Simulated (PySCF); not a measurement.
PySCF 2.14 output of an unrestricted LDA calculation on a single atom or ion in aug-cc-pVTZ with one added diffuse shell each of s, p, d, f, g type (9s8p6d4f3g, 118 functions), with the non-relativistic Hamiltonian (point nucleus):

```
SCF conv_tol = 1e-09
number electrons alpha = 12  beta = 10
    P. A. M. Dirac.,  Math. Proc. Cambridge Philos. Soc. 26, 376 (1930)
    F. Bloch.,  Z. Phys. 57, 545 (1929)
    S. H. Vosko, L. Wilk, and M. Nusair.,  Can. J. Phys. 58, 1200 (1980)
cycle= 1 E= -847.296042836746  delta_E= -0.0153  |g|= 0.0272  |ddm|= 2.96
cycle= 2 E= -847.296030330898  delta_E= 1.25e-05  |g|= 0.0236  |ddm|= 0.629
cycle= 3 E= -847.296195494597  delta_E= -0.000165  |g|= 0.0037  |ddm|= 0.28
cycle= 4 E= -847.2962015731  delta_E= -6.08e-06  |g|= 0.000129  |ddm|= 0.019
cycle= 5 E= -847.296201586529  delta_E= -1.34e-08  |g|= 1.48e-05  |ddm|= 0.000715
cycle= 6 E= -847.296201586661  delta_E= -1.32e-10  |g|= 3.56e-07  |ddm|= 4.93e-05
converged SCF energy = -847.296201586661  <S^2> = 2.0030143  2S+1 = 3.0020088
```

The run itself started from symmetry-adapted Hartree-Fock orbitals and held the occupation by maximum overlap, on a logarithmic radial grid, so the iterations belong to that start.

Which element, charge and spin multiplicity is this?

Ti (titanium, neutral), multiplicity 3; the state was [Ar] 3d2 4s2, high-spin 3F determinant.
